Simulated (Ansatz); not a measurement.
Geometry optimisation of CH5BrSSi (`C[SiH](S)Br`).

```yaml
crystal:
  periodic: [false, false, false]
  atoms:
    - {symbol: C, position_ang: [-0.498201, 1.031082, -0.359587]}
    - {symbol: Si, position_ang: [-0.181207, -0.643691, 0.427114]}
    - {symbol: S, position_ang: [1.871500, -0.897575, 1.030813]}
    - {symbol: Br, position_ang: [-0.828939, -2.224501, -1.046342]}
    - {symbol: H, position_ang: [-1.569988, 1.135077, -0.623047]}
    - {symbol: H, position_ang: [-0.217476, 1.839071, 0.345853]}
    - {symbol: H, position_ang: [0.097553, 1.146190, -1.287240]}
    - {symbol: H, position_ang: [-0.958691, -0.854625, 1.690751]}
    - {symbol: H, position_ang: [2.373950, -0.577227, -0.195415]}
basis:
  gaussian: {orbitals: def2-TZVP}
hamiltonian: {xc: pbe0, dispersion: d4}
relax: {f_tol: 0.005, max_steps: 150}
```

```sh
$ ansatz run in.yaml --threads 4 --pin off --events-out ev --progress --plain --max-ram 10444MiB
```

Output, abridged:

```
Functional definition: PBE0
mean field -89864.95972674 eV, -3302.4763573003 hartree, gradient 1.4e-5 eV, S^2 0.000000; 0 other end points of the search recorded, 0 dependent functions left out
relax step   1: F+E_penalty+E_count = -89865.16878684 eV  Δ(F+E_penalty+E_count) = +0.000e0 eV  max|allowed force component| = 5.746e-1 eV/Å  Δτ_max = 0.0000 Å  (28 SCF iters, accepted)
mean field -89864.99200245 eV, -3302.4775434107 hartree, gradient 1.5e-5 eV, S^2 0.000000; 0 other end points of the search recorded, 0 dependent functions left out
relax step   2: F+E_penalty+E_count = -89865.20285195 eV  Δ(F+E_penalty+E_count) = -3.407e-2 eV  max|allowed force component| = 1.624e-1 eV/Å  Δτ_max = 0.0369 Å  (29 SCF iters, accepted)
mean field -89864.99419876 eV, -3302.4776241236 hartree, gradient 1.5e-5 eV, S^2 0.000000; 0 other end points of the search recorded, 0 dependent functions left out
relax step   3: F+E_penalty+E_count = -89865.20535759 eV  Δ(F+E_penalty+E_count) = -2.506e-3 eV  max|allowed force component| = 4.653e-2 eV/Å  Δτ_max = 0.0190 Å  (31 SCF iters, accepted)
mean field -89864.99465145 eV, -3302.4776407595 hartree, gradient 1.5e-5 eV, S^2 0.000000; 0 other end points of the search recorded, 0 dependent functions left out
relax step   4: F+E_penalty+E_count = -89865.20572251 eV  Δ(F+E_penalty+E_count) = -3.649e-4 eV  max|allowed force component| = 2.849e-2 eV/Å  Δτ_max = 0.0225 Å  (30 SCF iters, accepted)
mean field -89864.99484858 eV, -3302.4776480042 hartree, gradient 1.5e-5 eV, S^2 0.000000; 0 other end points of the search recorded, 0 dependent functions left out
relax step   5: F+E_penalty+E_count = -89865.20585785 eV  Δ(F+E_penalty+E_count) = -1.353e-4 eV  max|allowed force component| = 1.368e-2 eV/Å  Δτ_max = 0.0060 Å  (31 SCF iters, accepted)
mean field -89864.99475030 eV, -3302.4776443924 hartree, gradient 1.5e-5 eV, S^2 0.000000; 0 other end points of the search recorded, 0 dependent functions left out
relax step   6: F+E_penalty+E_count = -89865.20583823 eV  Δ(F+E_penalty+E_count) = +1.962e-5 eV  max|allowed force component| = 1.942e-2 eV/Å  Δτ_max = 0.0047 Å  (31 SCF iters, rejected (line search))
mean field -89864.99482212 eV, -3302.4776470316 hartree, gradient 1.5e-5 eV, S^2 0.000000; 0 other end points of the search recorded, 0 dependent functions left out
relax step   7: F+E_penalty+E_count = -89865.20588500 eV  Δ(F+E_penalty+E_count) = -2.715e-5 eV  max|allowed force component| = 2.353e-3 eV/Å  Δτ_max = 0.0023 Å  (32 SCF iters, accepted)
mean field -89864.99482212 eV, -3302.4776470316 hartree, gradient 1.5e-5 eV, S^2 0.000000; 1 other end points of the search recorded, 0 dependent functions left out
Total energy: -89865.20591420 eV, -3302.4854045226 hartree
Atom 0 at    -0.493966     1.022669    -0.355609 Å, force     0.000411    -0.002353    -0.000070 eV/Å
Atom 1 at    -0.176371    -0.631415     0.423894 Å, force    -0.000524     0.000513    -0.000089 eV/Å
Atom 2 at     1.850892    -0.890617     1.013772 Å, force    -0.000585     0.000055    -0.000033 eV/Å
Atom 3 at    -0.815123    -2.200630    -1.027871 Å, force     0.000443     0.000965    -0.000199 eV/Å
Atom 4 at    -1.549686     1.119526    -0.618244 Å, force    -0.001105    -0.000044    -0.000222 eV/Å
Atom 5 at    -0.224410     1.819869     0.340958 Å, force     0.000379     0.000827     0.000898 eV/Å
Atom 6 at     0.097455     1.139008    -1.266162 Å, force     0.000675    -0.000250    -0.000472 eV/Å
Atom 7 at    -0.950161    -0.844323     1.667569 Å, force     0.000354     0.000204     0.000469 eV/Å
Atom 8 at     2.349871    -0.580286    -0.195409 Å, force    -0.000047     0.000083    -0.000282 eV/Å
Dipole moment:     0.006100     0.416482    -0.070091 e Å
```

It took 27 s on 4 threads of an Arm Neoverse V2 on a shared host, with 0.53 GiB of host memory at the peak.
